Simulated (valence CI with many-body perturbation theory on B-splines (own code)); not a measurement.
## Gd31+: electric-dipole lines

Calculated by valence CI with perturbative core correlation (CI+MBPT): five valence electrons over a frozen Dirac-Fock core [Ar] 3d10, radial functions for each j: 11 s, 11 p, 10 d, 8 f, 5 g, 2 h, with the one-electron correlation potential Σ1, the two-electron term Σ2, the three-electron term Σ3, Breit, model QED; selected CI, second order for the rest, scaled by the run's own slope (own B-spline code, finite nucleus).

The last digits are not significant, and no measured levels were compared; by estimate large intervals hold to a few tenths of a per cent, small ones and those within an open d or f shell to about a per cent. Among the levels kept, up to 2000 cm⁻¹ of a level comes from second order outside the variational space, and about a tenth of that is noise between levels of different J, which matters for small intervals.

Lines 151 to 200 of 546 in falling wavelength, among levels below 2848200 cm⁻¹, chosen from the strongest by gf and those to the six lowest levels. Wavelengths and rates use the calculated energies. Electric multipoles are in the length gauge, E1 and E2 with the static RPA response of the core. Weak lines are less certain than strong ones. Lines between different terms over intervals too small for the method are left out, as are lines whose strength nearly cancels. Where a level lies close to another of its J and parity, the split of strength between their lines is uncertain. The highest levels of a list are the least certain.

Levels are named by their leading jj configuration (3d3/2^4 stands for four electrons in 3d with j = 3/2), which in mixed levels can hold well under half, so a name can repeat and another be missing. Letters in brackets count levels of one name in rising energy.

```tsv
λ vac (nm)	Upper	Lower	A (s⁻¹)	S (a.u.)
9.352	(4s 4p1/2^2 4p3/2 4d5/2) J=5/2 [a]	(4s 4p1/2^2 4p3/2^2) J=5/2	5.85e+10	1.42e-01
9.340	(4s 4p1/2^2 4p3/2 4d5/2) J=1/2	(4s 4p1/2^2 4p3/2^2) J=1/2	1.10e+11	8.85e-02
9.339	(4s^2 4p1/2 4p3/2 4f5/2) J=5/2 [b]	(4s^2 4p1/2 4p3/2 4d5/2) J=5/2 [b]	3.25e+10	7.84e-02
9.332	(4s^2 4p3/2^2 4d3/2) J=3/2 [b]	(4s^2 4p3/2^3) J=3/2	1.84e+10	2.94e-02
9.330	(4s^2 4p1/2 4d3/2 4d5/2) J=7/2 [a]	(4s^2 4p1/2 4p3/2 4d3/2) J=5/2 [a]	3.38e+10	1.09e-01
9.328	(4s^2 4p1/2 4p3/2 4f5/2) J=5/2 [a]	(4s^2 4p1/2 4p3/2 4d5/2) J=7/2 [b]	1.02e+11	2.45e-01
9.306	(4s^2 4p1/2 4p3/2 4d3/2) J=5/2 [c]	(4s^2 4p1/2 4p3/2^2) J=3/2	4.94e+10	1.18e-01
9.302	(4s 4p1/2 4p3/2^2 4d5/2) J=7/2 [e]	(4s^2 4p1/2 4p3/2 4d5/2) J=7/2 [a]	1.80e+10	5.73e-02
9.279	(4s^2 4p3/2^2 4f5/2) J=9/2	(4s^2 4p3/2^2 4d5/2) J=9/2	3.77e+10	1.49e-01
9.266	(4s 4p1/2 4p3/2^2 4d5/2) J=5/2 [d]	(4s^2 4p1/2 4p3/2 4d3/2) J=7/2	7.03e+10	1.66e-01
9.258	(4s^2 4p1/2^2 4d5/2) J=5/2	(4s^2 4p1/2^2 4p3/2) J=3/2	1.28e+11	3.01e-01
9.257	(4s 4p1/2 4p3/2^2 4d5/2) J=5/2 [c]	(4s^2 4p1/2 4p3/2 4d3/2) J=5/2 [b]	4.16e+10	9.77e-02
9.253	(4s^2 4p1/2 4d3/2 4d5/2) J=5/2	(4s^2 4p1/2 4p3/2 4d3/2) J=3/2 [b]	2.15e+10	5.05e-02
9.229	(4s^2 4p1/2 4p3/2 4d3/2) J=3/2 [b]	(4s^2 4p1/2 4p3/2^2) J=3/2	6.03e+10	9.35e-02
9.225	(4s^2 4p1/2 4p3/2 4f7/2) J=9/2 [b]	(4s^2 4p1/2 4p3/2 4d5/2) J=7/2 [b]	2.82e+10	1.09e-01
9.213	(4s^2 4p1/2 4d5/2^2) J=5/2	(4s^2 4p1/2 4p3/2 4d5/2) J=7/2 [b]	1.16e+11	2.69e-01
9.208	(4s^2 4p1/2 4p3/2 4d5/2) J=5/2 [a]	(4s^2 4p1/2 4p3/2^2) J=5/2	1.42e+11	3.29e-01
9.206	(4s^2 4p1/2 4p3/2 4f7/2) J=7/2 [b]	(4s^2 4p1/2 4p3/2 4d5/2) J=5/2 [b]	1.83e+10	5.65e-02
9.202	(4s^2 4p1/2 4p3/2 4f7/2) J=7/2 [a]	(4s^2 4p1/2 4p3/2 4d5/2) J=7/2 [b]	2.37e+10	7.28e-02
9.201	(4s^2 4p1/2^2 4f5/2) J=5/2	(4s^2 4p1/2^2 4d5/2) J=5/2	2.41e+10	5.57e-02
9.196	(4s 4p1/2 4p3/2^2 4d5/2) J=3/2 [e]	(4s 4p1/2 4p3/2^3) J=3/2 [b]	8.99e+10	1.38e-01
9.196	(4s^2 4p3/2 4d3/2 4d5/2) J=1/2	(4s^2 4p3/2^2 4d3/2) J=3/2 [a]	1.13e+11	8.66e-02
9.196	(4s^2 4p1/2 4p3/2 4f5/2) J=3/2 [a]	(4s^2 4p1/2 4p3/2 4d5/2) J=3/2 [a]	5.61e+10	8.61e-02
9.195	(4s^2 4p3/2 4d3/2 4d5/2) J=7/2 [c]	(4s^2 4p3/2^2 4d3/2) J=7/2	8.61e+10	2.64e-01
9.191	(4s 4p1/2 4p3/2^2 4d5/2) J=1/2 [a]	(4s 4p1/2 4p3/2^3) J=3/2 [a]	1.37e+11	1.05e-01
9.180	(4s^2 4p1/2 4d5/2^2) J=9/2	(4s^2 4p1/2 4p3/2 4d5/2) J=9/2	5.12e+10	1.95e-01
9.177	(4s^2 4p1/2 4d3/2 4d5/2) J=5/2	(4s^2 4p1/2 4p3/2 4d3/2) J=5/2 [c]	3.23e+10	7.39e-02
9.171	(4s^2 4p1/2 4d5/2^2) J=7/2	(4s^2 4p1/2 4p3/2 4d5/2) J=9/2	4.08e+10	1.24e-01
9.168	(4s 4p1/2^2 4p3/2 4d5/2) J=3/2 [b]	(4s 4p1/2^2 4p3/2^2) J=1/2	1.13e+11	1.71e-01
9.151	(4s^2 4p1/2 4d5/2^2) J=5/2	(4s^2 4p1/2 4p3/2 4d5/2) J=3/2 [a]	4.88e+10	1.11e-01
9.150	(4s 4p1/2 4p3/2^2 4d5/2) J=5/2 [h]	(4s 4p1/2 4p3/2^3) J=3/2 [b]	8.52e+10	1.93e-01
9.137	(4s^2 4p3/2 4d3/2 4d5/2) J=5/2 [c]	(4s^2 4p3/2^2 4d3/2) J=3/2 [a]	5.91e+10	1.33e-01
9.129	(4s^2 4p3/2 4d5/2^2) J=1/2	(4s^2 4p3/2^2 4d3/2) J=3/2 [a]	6.71e+10	5.04e-02
9.112	(4s^2 4p1/2 4d5/2^2) J=1/2	(4s^2 4p1/2 4p3/2 4d5/2) J=1/2	7.95e+10	5.94e-02
9.105	(4s^2 4p3/2 4d5/2^2) J=7/2	(4s^2 4p3/2^2 4d5/2) J=9/2	2.61e+11	7.78e-01
9.097	(4s 4p1/2 4p3/2^2 4d5/2) J=5/2 [e]	(4s^2 4p1/2 4p3/2 4d3/2) J=7/2	3.36e+10	7.50e-02
9.095	(4s^2 4p3/2 4d3/2^2) J=3/2 [b]	(4s^2 4p3/2^2 4d3/2) J=5/2	1.66e+11	2.46e-01
9.090	(4s^2 4p3/2 4d5/2^2) J=1/2	(4s^2 4p3/2^2 4d3/2) J=1/2	7.43e+10	5.51e-02
9.079	(4s^2 4p1/2 4p3/2 4d5/2) J=3/2 [b]	(4s^2 4p1/2 4p3/2^2) J=1/2	1.90e+11	2.80e-01
9.073	(4s^2 4p1/2 4p3/2 4d5/2) J=3/2 [a]	(4s^2 4p1/2 4p3/2^2) J=5/2	2.52e+11	3.71e-01
9.052	(4s^2 4p1/2 4d3/2 4d5/2) J=7/2 [b]	(4s^2 4p1/2 4p3/2 4d3/2) J=5/2 [c]	2.19e+10	6.42e-02
9.051	(4s 4p1/2 4p3/2^2 4d5/2) J=3/2 [b]	(4s^2 4p1/2 4p3/2 4d3/2) J=5/2 [a]	1.38e+11	2.02e-01
9.046	(4s^2 4p1/2 4d3/2 4d5/2) J=3/2 [b]	(4s^2 4p1/2 4p3/2 4d3/2) J=3/2 [b]	1.01e+11	1.47e-01
9.040	(4s^2 4p1/2 4p3/2 4f5/2) J=3/2 [b]	(4s^2 4p1/2 4p3/2 4d5/2) J=5/2 [a]	7.02e+10	1.02e-01
9.037	(4s 4p3/2^3 4d3/2) J=1/2 [a]	(4s^2 4p1/2 4p3/2 4d5/2) J=3/2 [b]	1.22e+11	8.86e-02
9.033	(4s 4p1/2 4p3/2^2 4d5/2) J=5/2 [a]	(4s 4p1/2 4p3/2^3) J=3/2 [a]	4.38e+10	9.56e-02
9.027	(4s^2 4p1/2 4p3/2 4f7/2) J=5/2 [a]	(4s^2 4p1/2 4p3/2 4d5/2) J=5/2 [b]	1.43e+11	3.12e-01
9.018	(4s^2 4p1/2 4d5/2^2) J=5/2	(4s^2 4p1/2 4p3/2 4d5/2) J=5/2 [a]	1.37e+11	2.97e-01
9.016	(4s 4p1/2 4p3/2^2 4d5/2) J=3/2 [a]	(4s 4p1/2 4p3/2^3) J=3/2 [a]	9.90e+10	1.43e-01
9.013	(4s^2 4p1/2 4p3/2 4d5/2) J=7/2 [b]	(4s^2 4p1/2 4p3/2^2) J=5/2	2.02e+11	5.84e-01
```
